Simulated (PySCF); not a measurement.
**`InChI=1S/C6H5ClO2/c1-2-6(5(8)9)3-4(6)7/h2-3H,1H2,(H,8,9)/t6-/m0/s1`**

Molfile (atoms numbered from 1):
```
C6H5ClO2
     RDKit          3D

 14 14  0  0  0  0  0  0  0  0999 V2000
    1.8479   -1.2655   -0.5528 C   0  0  0  0  0  0  0  0  0  0  0  0
    1.0984   -0.1960   -0.7569 C   0  0  0  0  0  0  0  0  0  0  0  0
   -0.1058    0.1467    0.0318 C   0  0  2  0  0  0  0  0  0  0  0  0
   -0.7674    1.4290   -0.3374 C   0  0  0  0  0  0  0  0  0  0  0  0
   -0.4198    2.1643   -1.2245 O   0  0  0  0  0  0  0  0  0  0  0  0
   -1.8306    1.6977    0.4406 O   0  0  0  0  0  0  0  0  0  0  0  0
   -0.2621   -0.3414    1.4786 C   0  0  0  0  0  0  0  0  0  0  0  0
   -0.9927   -0.9528    0.6031 C   0  0  0  0  0  0  0  0  0  0  0  0
   -2.0959   -2.1069    0.1373 Cl  0  0  0  0  0  0  0  0  0  0  0  0
    1.6238   -1.9759    0.2263 H   0  0  0  0  0  0  0  0  0  0  0  0
    2.7136   -1.4710   -1.1563 H   0  0  0  0  0  0  0  0  0  0  0  0
    1.3283    0.5123   -1.5399 H   0  0  0  0  0  0  0  0  0  0  0  0
   -2.2305    2.5371    0.1637 H   0  0  0  0  0  0  0  0  0  0  0  0
    0.0922   -0.1780    2.4642 H   0  0  0  0  0  0  0  0  0  0  0  0
  1  2  2  0
  3  2  1  6
  3  4  1  0
  4  5  2  0
  4  6  1  0
  3  7  1  0
  7  8  2  0
  8  9  1  0
  8  3  1  0
  1 10  1  0
  1 11  1  0
  2 12  1  0
  6 13  1  0
  7 14  1  0
M  END
```

Computed, not measured: GIAO HF/pcSseg-1 magnetisability, rotational g tensor and spin-rotation constants, non-relativistic, gas phase (PySCF). Geometry: GFN2-xTB.

Question: Give the nuclear spin-rotation constants along the inertial axes (H = +C I·J) beside the isotropic shieldings.

Answer: Rotational constants 1.6983, 1.2005, 0.8418 GHz. A star marks the isotopologue with that one atom substituted, in its own axes.
| atom | isotope | Caa (kHz) | Cbb (kHz) | Ccc (kHz) | mean (kHz) | σ (ppm) |
| --- | --- | --- | --- | --- | --- | --- |
| Cl9 | 35Cl | 0.235 | 0.151 | 0.198 | 0.195 | 863.2 |
| H10 | 1H | 0.032 | -0.120 | -0.051 | -0.046 | 27.2 |
| H11 | 1H | -0.173 | 0.069 | -0.071 | -0.059 | 26.6 |
| H12 | 1H | 0.056 | -0.100 | -0.036 | -0.027 | 24.7 |
| H13 | 1H | -0.048 | -0.033 | -0.097 | -0.059 | 25.9 |
| H14 | 1H | -0.196 | -0.142 | 0.081 | -0.086 | 25.7 |
| C1 | 13C* | 0.496 | 0.426 | 0.179 | 0.367 | 72.1 |
| C2 | 13C* | 0.587 | 0.463 | 0.199 | 0.416 | 49.3 |
| C3 | 13C* | 0.333 | 0.049 | 0.156 | 0.179 | 168.1 |
| C4 | 13C* | 0.531 | 0.652 | 0.229 | 0.471 | 11.9 |
| O5 | 17O* | -0.711 | -0.654 | -0.184 | -0.516 | -85.6 |
| O6 | 17O* | -0.457 | -0.154 | -0.151 | -0.254 | 160.4 |
| C7 | 13C* | 0.529 | 0.151 | 0.292 | 0.324 | 89.1 |
| C8 | 13C* | 0.818 | 0.233 | 0.154 | 0.401 | 72.4 |

For the geometry as given, no vibrational averaging.
